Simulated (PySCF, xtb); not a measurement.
Al(Me)(vinyl)(OH) (C₃H₇AlO), SMILES [CH3][Al]([OH])[CH]=C.

GFN2-xTB (xtb) at its own geometry gives an orbital gap of 3.79 eV and a dipole moment of 0.65 D.

Coordinates come from a PBE0-D3(BJ)/def2-SVP optimisation. The structure was generated by enumeration; whether it is a known compound was not checked. The values are those of a single conformer.

Question: What does PBE/def2-TZVP (PySCF) give? (An estimate is asked for; the answer gives what the named calculation found.)

Answer: gap 4.57 eV (levels -6.41 and -1.84 eV), dipole 1.18 D.
